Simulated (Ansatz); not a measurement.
Correlation energies of C6H3Ga, SMILES `C#[C][Ga]([C]#C)[C]#C` by basis set

```xyz
10

C     0.0169    3.1038   -0.1736
C     0.0119    1.8981   -0.1057
Ga    0.0013    0.0011    0.0007
C    -1.6275   -0.9528   -0.2162
C    -2.6625   -1.5595   -0.3545
C     1.6181   -0.9431    0.3235
C     2.6451   -1.5448    0.5278
H     0.0213    4.1686   -0.2335
H    -3.5765   -2.0953   -0.4767
H     3.5520   -2.0761    0.7081
```

The species carries charge 0 and has multiplicity 1. Correlated methods include outer-core shells of Ga, which these sets cover unevenly. Scalar relativity is left out up to krypton. All single points use the PBE0-D4/def2-TZVP geometry. Frozen core, restricted reference, the Gaussian-basis code of Ansatz.

```tsv
basis	HF (Eh)	MP2 corr.	CCSD corr.	(T)	CCSD(T) total
def2-SVP	-2151.61759	-0.93837	-0.95939	?	?
def2-TZVPP	?	?	-1.11577	?	?
def2-QZVPP	-2152.17860	-1.40600	–	–	–
```

Fill in the withheld values. (Estimate.)

The calculation gave: def2-SVP (T): -0.04437; def2-SVP CCSD(T) total: -2152.62135; def2-TZVPP HF (Eh): -2152.12972; def2-TZVPP MP2 corr.: -1.10343; def2-TZVPP (T): -0.06218; def2-TZVPP CCSD(T) total: -2153.30767.
